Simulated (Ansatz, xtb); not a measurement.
Relative energy of two isomers of C4H6BrCl

Structure a: `C=C(Cl)CCBr`, a singlet. Structure b: `C/C(=C\Cl)CBr`, a singlet. Both are isolated molecules in the gas phase, relaxed with PBE-D3(BJ)/def2-SVP; the shapes shown needn't be the lowest conformers.

a (Å):

```xyz
12

C    -0.8882   -1.7197   -1.2795
C    -0.2159   -0.5632   -1.3942
C    -0.0034    0.4485   -0.3024
C    -0.6115    1.8212   -0.5745
Br   -2.5732    1.7694   -0.6520
Cl    0.5011   -0.1045   -2.9349
H    -1.3435   -1.9864   -0.3144
H    -1.0039   -2.4091   -2.1269
H    -0.4003    0.0370    0.6475
H     1.0914    0.6023   -0.1653
H    -0.2759    2.2214   -1.5492
H    -0.3562    2.5382    0.2267
```

b (Å):

```xyz
12

C    -1.5505    1.0174    2.1313
C    -0.8564    0.4320    0.9380
C    -0.6631    1.0789   -0.2358
C    -0.3352   -0.9636    1.0462
Br   -1.8063   -2.3078    1.1647
Cl   -1.1616    2.7090   -0.5536
H    -1.9071    2.0439    1.9318
H    -0.8695    1.0406    3.0088
H    -2.4162    0.3827    2.4139
H    -0.1622    0.6064   -1.0945
H     0.2447   -1.1217    1.9753
H     0.2687   -1.2670    0.1728
```

Quicker runs give these differences E(b) − E(a): GFN2-xTB −1.97 kcal/mol; HF/STO-3G −1.96 kcal/mol (at GFN2-xTB geometries); r2SCAN-D4/def2-SVP −2.56 kcal/mol (at GFN2-xTB geometries).

Problem. Estimate E(b) − E(a) at the level CCSD(T)/def2-SVP + ΔMP2/def2-TZVPP.

Solution. Too close to call at this level: CCSD(T)/def2-SVP + ΔMP2/def2-TZVPP gives E(b) − E(a) = −0.85 kcal/mol.

The same difference at several levels:

```json
{"level": "GFN2-xTB", "geometry": "GFN2-xTB", "E(b) − E(a) (kcal/mol)": "−1.97", "departure from the last row (kcal/mol)": "−1.12", "job, with rough time for the two": "optimisation, 0.17 s"}
{"level": "HF/STO-3G", "geometry": "GFN2-xTB", "E(b) − E(a) (kcal/mol)": "−1.96", "departure from the last row (kcal/mol)": "−1.11", "job, with rough time for the two": "single point, 0.44 s"}
{"level": "r2SCAN-D4/def2-SVP", "geometry": "GFN2-xTB", "E(b) − E(a) (kcal/mol)": "−2.56", "departure from the last row (kcal/mol)": "−1.71", "job, with rough time for the two": "single point, 3.7 s"}
{"level": "PBE-D3(BJ)/def2-SVP", "geometry": "PBE-D3(BJ)/def2-SVP", "E(b) − E(a) (kcal/mol)": "−2.65", "departure from the last row (kcal/mol)": "−1.80", "job, with rough time for the two": "optimisation, 32 s"}
{"level": "HF/def2-SVP", "geometry": "PBE-D3(BJ)/def2-SVP", "E(b) − E(a) (kcal/mol)": "−0.33", "departure from the last row (kcal/mol)": "+0.51", "job, with rough time for the two": "part of the CCSD(T) run"}
{"level": "MP2/def2-SVP", "geometry": "PBE-D3(BJ)/def2-SVP", "E(b) − E(a) (kcal/mol)": "−1.04", "departure from the last row (kcal/mol)": "−0.19", "job, with rough time for the two": "part of the CCSD(T) run"}
{"level": "CCSD(T)/def2-SVP", "geometry": "PBE-D3(BJ)/def2-SVP", "E(b) − E(a) (kcal/mol)": "−0.80", "departure from the last row (kcal/mol)": "+0.05", "job, with rough time for the two": "single point"}
{"level": "CCSD(T)/def2-SVP + ΔMP2/def2-TZVPP", "geometry": "PBE-D3(BJ)/def2-SVP", "E(b) − E(a) (kcal/mol)": "−0.85", "departure from the last row (kcal/mol)": "", "job, with rough time for the two": "single point, 64 s"}
```

As drawn, both hold the same kinds of bond in the same numbers. Structure a has 0 methyl groups, b 1.

The largest departure from CCSD(T)/def2-SVP + ΔMP2/def2-TZVPP is that of PBE-D3(BJ)/def2-SVP, 1.80 kcal/mol. The last row adds to CCSD(T) the change of the MP2 difference between the two basis sets, here −0.05 kcal/mol.

With thermal terms from frequencies at re-optimised GFN2-xTB minima (ideal gas, soft modes damped towards free rotors, one conformer each, 298.15 K, 1 atm): on the last row, ΔE + ΔZPE = −1.12, ΔH = −0.86, ΔG = −1.48 kcal/mol.

The correlated steps freeze 18 core orbitals; the filled d shell of Br is correlated, in a basis made for valence electrons. Run with Ansatz 0.2.0, xtb 6.7.1; the last row on 4 threads of Arm Neoverse V1 on a shared host.
